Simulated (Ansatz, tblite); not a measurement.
Spin states of Hg₂O (the lowest singlet isomer of a short search), each relaxed with PBE-D4/def2-TZVP in Ansatz. Electronic energies in the gas phase.

In the def2 sets Hg takes a core potential; there is no spin–orbit coupling. The xTB rows come from tblite. B3LYP takes the VWN-RPA correlation. HSE06 is defined as in plane-wave codes, on full-range PBE exchange. Correlated methods freeze 1 core orbital; core or outer-core shells of Hg are correlated, in sets that lack core-valence functions. The structure comes from a short search, and lower isomers may exist.

Singlet geometry (D∞h within 0.1 Å):

```xyz
3

Hg    1.784    0.079    1.006
Hg   -1.785   -0.078   -1.005
O     0.001    0.000   -0.001
```

Triplet geometry (C2v within 0.1 Å):

Cartesian coordinates in Å:
```
Hg 1.5392 -0.9321 0.1419
Hg -1.3688 0.9263 0.7256
O -0.1704 0.0058 -0.8675
```

Quintet geometry (C2v within 0.1 Å):

```xyz
3

Hg   -0.588    0.640    1.455
Hg    1.061    0.399   -1.260
O    -0.473   -1.039   -0.195
```

⟨S²⟩: triplet 2.03 at PBE0-D4/def2-TZVP (pure 2.00), quintet 6.02 at PBE0-D4/def2-TZVP (pure 6.00).

Only these spin states were relaxed.

Problem. Estimate which spin state lies lowest at each of these levels, and by how much: GFN1-xTB; GFN2-xTB; PBE-D4/def2-TZVP; r2SCAN-D4/def2-TZVP; B3LYP-D4/def2-TZVP; PBE0-D4/def2-TZVP; r2SCAN0-D4/def2-TZVP; HSE06-D4/def2-TZVP; BHLYP-D4/def2-TZVP; ωB97M-V/def2-TZVP; RPA@PBE/def2-TZVP.

Solution. 
```
               level  triplet − singlet (kJ/mol)  quintet − singlet (kJ/mol)  lowest of these
            GFN1-xTB                       127.9                       949.4          singlet
            GFN2-xTB                       144.6                       893.6          singlet
    PBE-D4/def2-TZVP                        30.0                       464.8          singlet
 r2SCAN-D4/def2-TZVP                         4.9                       420.3          singlet
  B3LYP-D4/def2-TZVP                        10.5                       437.6          singlet
   PBE0-D4/def2-TZVP                         1.2                       409.2              tie
r2SCAN0-D4/def2-TZVP                       -21.5                       372.9          triplet
  HSE06-D4/def2-TZVP                         4.5                       412.6          singlet
  BHLYP-D4/def2-TZVP                       -28.3                       363.9          triplet
   ωB97M-V/def2-TZVP                       -23.1                       382.3          triplet
   RPA@PBE/def2-TZVP                         9.7                       440.5          singlet
```

Change of the quintet − singlet gap on mixing in exact exchange, in kJ/mol: PBE to PBE0 (25 % exact exchange) -55.6; r2SCAN to r2SCAN0 (25 % exact exchange) -47.4. The xTB methods have no term that favours high spin, so they put low spin too low.
